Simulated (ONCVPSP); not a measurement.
An all-electron radial function and its pseudo partner (magnesium (Mg))

Columns: radius, all-electron u(r) and pseudo u(r) of the 2p shell (level -48.85 eV) of magnesium in the configuration [He] 2s2 2p6 3s1.75; PW91, non-relativistic, ONCV scheme, ONCVPSP 4.0.1.

| r (bohr) | all-electron | pseudo |
| --- | --- | --- |
| 0.070 | 0.1736 | 0.0478 |
| 0.140 | 0.4748 | 0.1828 |
| 0.210 | 0.7480 | 0.3824 |
| 0.280 | 0.9486 | 0.6146 |
| 0.350 | 1.0751 | 0.8442 |
| 0.420 | 1.1378 | 1.0393 |
| 0.490 | 1.1514 | 1.1769 |
| 0.560 | 1.1303 | 1.2471 |
| 0.630 | 1.0856 | 1.2504 |
| 0.700 | 1.0263 | 1.1984 |
| 0.770 | 0.9586 | 1.1080 |
| 0.840 | 0.8872 | 0.9978 |
| 0.910 | 0.8150 | 0.8843 |
| 0.980 | 0.7444 | 0.7793 |
| 1.050 | 0.6766 | 0.6891 |
| 1.120 | 0.6125 | 0.6147 |
| 1.190 | 0.5526 | 0.5527 |
| 1.260 | 0.4972 | 0.4973 |
| 1.330 | 0.4463 | 0.4463 |
| 1.400 | 0.3998 | 0.3998 |
| 1.470 | 0.3575 | 0.3575 |
| 1.540 | 0.3192 | 0.3192 |
| 1.610 | 0.2846 | 0.2846 |
| 1.680 | 0.2535 | 0.2535 |
| 1.750 | 0.2255 | 0.2255 |
| 1.820 | 0.2005 | 0.2005 |

(1) How many radial nodes do the two functions have?

(2) At about which radius was the pseudo-wave matched?

(3) Where does each function peak?

(4) Is the pseudo-wave norm-conserving?

Answers

(1) The all-electron 2p function has n − l − 1 = 0; the pseudo-wave has 0.

(2) 1.20 bohr, where the columns begin to agree (steps of 0.07 bohr).

(3) Outermost all-electron maximum near 0.49 bohr, pseudo maximum near 0.63 bohr (to the table’s step).

(4) Yes: the ONCV scheme keeps the norm inside the radius equal to the all-electron one, which fixes the energy derivative of the logarithmic derivative at the level.
